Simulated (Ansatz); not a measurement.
Which isomer of CH3OSe gives these data?

These gas-phase data were calculated for one isomer of CH3OSe at B3LYP-D3(BJ)/def2-SVP (harmonic, unscaled wavenumbers; equilibrium rotational constants with average atomic masses):

| Property | Result |
| --- | --- |
| rotational constants | 46.47, 4.134, 3.891 GHz |
| all wavenumbers above 1500 cm⁻¹ | 3127, 3100, 3014 |

Candidates:

(1) `OC[Se]`, a doublet
(2) `C[Se][O]`, a doublet
(3) `CO[Se]`, a doublet

Assign the data to one candidate and say why. Where the bands don't settle it, estimate the moments of inertia from typical bond lengths.

Candidate (3). No mode falls between 3300 and 4000 cm⁻¹, where the O–H stretch of (1) would stand. The rotational constants decide the rest: (2) would give 15.94, 7.323, 5.186 GHz.

The same quantities for all candidates:

```
     rotational constants (GHz)  wavenumbers above 1500 cm⁻¹  E above the lowest, B3LYP-D3(BJ)/def2-SVP (kcal/mol)
(1)         39.08, 3.664, 3.443             3797, 3098, 2956                                                   0.0
(2)         15.94, 7.323, 5.186             3169, 3161, 3044                                                   9.7
(3)         46.47, 4.134, 3.891             3127, 3100, 3014                                                   8.1
```

Each candidate is one conformer. Open shells are spin-unrestricted. Programs: Ansatz 0.2.0.
